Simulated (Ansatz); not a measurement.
```yaml
crystal:
  periodic: [false, false, false]
  atoms:
    - {symbol: As, position_ang: [-1.954293, -1.236681, 1.631343]}
    - {symbol: As, position_ang: [-1.096897, 1.742172, 0.298059]}
    - {symbol: As, position_ang: [1.159334, -1.874344, 0.129164]}
    - {symbol: As, position_ang: [0.583523, 0.338957, -2.200885]}
    - {symbol: As, position_ang: [1.999972, 0.579512, 0.659599]}
    - {symbol: O, position_ang: [1.908488, 0.945339, -1.111691]}
    - {symbol: O, position_ang: [-0.831192, 1.133736, -1.354752]}
    - {symbol: O, position_ang: [-2.229780, 0.302973, 0.904685]}
    - {symbol: O, position_ang: [0.345358, 1.157417, 1.207510]}
    - {symbol: O, position_ang: [-0.355151, -1.766032, 1.265955]}
    - {symbol: O, position_ang: [0.470649, -1.323050, -1.429006]}
basis:
  gaussian: {orbitals: def2-TZVP}
magnetization: {spin_polarized: true, initial_magnetization: 1}
hamiltonian: {xc: pbe0, dispersion: d4}
scf: {omitted_lower_state_checks: [starts]}
output: {orbitals: {seedname: orbitals}}
```

```sh
$ ansatz run in.yaml --threads 4 --pin off --events-out ev --progress --plain --max-ram 6963MiB
```

(1) Does this run fit into the memory that it is given?

Results:

(1) No. It has 426 basis functions, and Ansatz plans for 8 GiB where 7 GiB are given.
